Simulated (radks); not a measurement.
The numbers below are computed, except where a source is named.
Effect of the nuclear size on neutral lutetium, [Xe] 4f14 5d1 6s2. Code: a radial shooting solver on a logarithmic mesh with Libxc functionals. Model: Dirac Kohn-Sham, BLYP, spin-unpolarised, spherical densities, finite nucleus; open shells fill j = l - 1/2 first; Fermi nuclear charge, rms radius 5.37 fm. The rms radius is varied about that value; shifts are against it.

rms radius (fm)  total energy shift (eV)  density at nucleus (e/bohr^3)  1s1/2 shift (meV)  2s1/2 shift (meV)  5s1/2 shift (meV)  5p1/2 shift (meV)  6s1/2 shift (meV)  5d3/2 shift (meV)  6p1/2 (empty) shift (meV)
4.5699                             -12.3                       1.17e+06              -5030               -690              -5.51              0.435             -0.307              0.317                      0.121
5.1122                             -4.13                      1.129e+06              -1680               -231              -1.84              0.145             -0.103              0.106                      0.040
5.37                                   0                      1.112e+06              0.000              0.000              0.000              0.000              0.000              0.000                      0.000
5.5955                              3.72                      1.097e+06               1520                208               1.66             -0.131              0.093             -0.096                     -0.036
6.0198                              11.0                      1.072e+06               4480                615               4.91             -0.387              0.274             -0.283                     -0.108

Slopes of the eigenvalues against <r^2> in GHz/fm^2, as finite differences over the two radii next to the reference (eigenvalue slopes, not the field-shift constants of lines): 1s1/2 149000, 2s1/2 20500, 5s1/2 164, 5p1/2 -12.9, 6s1/2 9.12, 5d3/2 -9.43, 6p1/2 (empty) -3.59.
